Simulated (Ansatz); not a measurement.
Basis sets compared for Si(OMe)2Me2 (C4H12O2Si). The state is a singlet with charge 0. Geometry B3LYP-D4/def2-SVP. Ansatz on 4 threads of Arm Neoverse V2 on a shared host; times are rough, and most runs start from earlier orbitals.

```xyz
19

C    -0.434   -1.796    1.960
C    -1.395    0.216   -2.015
C     1.704   -0.421   -0.536
C     0.268    2.108    0.566
O    -0.122   -0.439    1.746
O    -1.176   -0.120   -0.670
Si    0.154    0.269    0.269
H    -1.292   -2.120    1.344
H    -0.696   -1.936    3.021
H     0.423   -2.458    1.732
H    -1.470    1.310   -2.166
H    -2.345   -0.233   -2.348
H    -0.594   -0.162   -2.680
H     1.902    0.055   -1.510
H     1.613   -1.506   -0.708
H     2.586   -0.251    0.103
H     1.101    2.346    1.247
H    -0.663    2.481    1.022
H     0.434    2.657   -0.375
```

Binding counts from free atoms (C triplet, O triplet, Si triplet, H doublet) in the same basis, without a counterpoise term.

| level | functions | energy (Eh) | HOMO (eV) | LUMO (eV) | binding per atom (eV) | wall time |
| --- | --- | --- | --- | --- | --- | --- |
| PBE-D4/def2-SVP | 162 | -598.8234 | -5.97 | 0.62 | 4.13 | 1.9 s |
| PBE0-D4/def2-SVP | 162 | -598.8891 | -7.51 | 1.45 | 4.07 | 2.7 s |

(1) Estimate the rows for PBE-D4/def2-TZVP (with forces), PBE0-D4/def2-TZVP.

Results:

(1) 
| level | functions | energy (Eh) | HOMO (eV) | LUMO (eV) | binding per atom (eV) | wall time |
| --- | --- | --- | --- | --- | --- | --- |
| PBE-D4/def2-TZVP (with forces) | 295 | -599.2942 | -6.17 | 0.11 | 4.11 | 4.3 s |
| PBE0-D4/def2-TZVP | 295 | -599.3527 | -7.63 | 0.89 | 4.06 | 7.5 s |
